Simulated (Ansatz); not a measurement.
Consider the cleavage of the Sn–Al bond: `[CH3][AlH][SnH3]` + `N[SiH3]` → `[SiH3][NH][SnH3]` + `[CH3][AlH2]`.

Isolated molecules relaxed with PBE0-D4/def2-TZVP in Ansatz; ΔE leaves out vibrations. CCSD(T)/CBS adds triple-zeta CCSD(T) − MP2 to the extrapolated MP2 energy (def2 sets, frozen cores). This one scheme is used for every species. Functionals use def2-TZVPP. Elements past krypton have def2 core potentials. For Sn outer-core shells are correlated without core-valence functions, which leaves a few kJ/mol of doubt a bond.

Q: Is it downhill or uphill in electronic energy at CCSD(T)/CBS, and by how much? (An estimate is asked.)

A: The calculation gave: Uphill: ΔE = +0.44 eV.

Q: What do these levels give: LDA (SPW92), PBE0-D4, ωB97M-V, PBE, BLYP, PBE0, r2SCAN0, RPA@PBE/def2-TZVPP, HF/def2-SVP, SCS-MP2/def2-TZVPP, SCS-MP2/def2-QZVPP, CCSD/CBS(def2)? (Estimate.)

A: Ansatz gave: LDA (SPW92) 0.65, PBE0-D4 0.57, ωB97M-V 0.44, PBE 0.62, BLYP 0.53, PBE0 0.60, r2SCAN0 0.54, RPA@PBE/def2-TZVPP 0.36, HF/def2-SVP 0.40, SCS-MP2/def2-TZVPP 0.35, SCS-MP2/def2-QZVPP 0.35, CCSD/CBS(def2) 0.44 eV.

Largest T1 diagnostic among the species: 0.013.

At CCSD(T), def2-SVP lies −0.05 eV from the extrapolated value and def2-TZVPP −0.01 eV. Leaving LDA and LC-ωPBE aside and taking each functional with its dispersion term where it has one, the values, not all of them listed here, spread over 0.28 eV, from B97M-V to PBE-D4. The D4 term adds −0.06 eV with B3LYP and −0.03 eV with PBE0; it sums over pairs of atoms, weighted by their polarisabilities, and B3LYP, whose exchange is more repulsive, gets the larger term.

B3LYP here is the variant with VWN-RPA as its local correlation; programs differ in this.
